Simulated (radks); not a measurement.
Values are calculated unless marked as measured or tabulated.
Isoelectronic series with 26 electrons, each ion in its NIST ground configuration. Code: a radial shooting solver on a logarithmic mesh with Libxc functionals. Model: scalar-relativistic Kohn-Sham, LDA (Slater exchange, Perdew-Wang correlation), spin-polarised, spherical densities, finite nucleus; open shells are filled with parallel spins first (spin-orbit coupling, left out, can overturn this in heavy ions); Fermi nuclear charge, rms radius of each element as measured or else 0.836 A^(1/3) + 0.57 fm. Total energies (hartree) and orbital eigenvalues (hartree) (* marks an orbital that is empty in some or all of the ions):

ion	configuration	E (hartree)	4s down*	3d down
Fe	[Ar] 3d6 4s2	-1270.31406	-0.18556	-0.20436
Cu3+	[Ar] 3d8	-1649.74318	-1.25913	-1.76548
Ge6+	[Ar] 3d8	-2084.35498	-3.12190	-4.83667
Br9+	[Ar] 3d8	-2574.10577	-5.62124	-9.02029
Sr12+	[Ar] 3d8	-3119.45737	-8.73475	-14.25989
Nb15+	[Ar] 3d8	-3721.03192	-12.45684	-20.53408
Ru18+	[Ar] 3d8	-4379.56666	-16.78841	-27.83297
Ag21+	[Ar] 3d8	-5095.90875	-21.73392	-36.15179
Sn24+	[Ar] 3d8	-5871.00013	-27.30017	-45.48848
I27+	[Ar] 3d8	-6705.89609	-33.49591	-55.84266
Ba30+	[Ar] 3d8	-7601.7649	-40.33158	-67.21504
Pr33+	[Ar] 3d8	-8559.9026	-47.81929	-79.60715
Sm36+	[Ar] 3d8	-9581.7009	-55.97270	-93.02118
Tb39+	[Ar] 3d8	-10668.8117	-64.80771	-107.4598
Er42+	[Ar] 3d8	-11822.8511	-74.34133	-122.9262
Lu45+	[Ar] 3d8	-13045.8207	-84.59353	-139.4239
W48+	[Ar] 3d8	-14339.9125	-95.58664	-156.9568
Ir51+	[Ar] 3d8	-15707.3989	-107.3449	-175.5292
Hg54+	[Ar] 3d8	-17150.8989	-119.8960	-195.1456
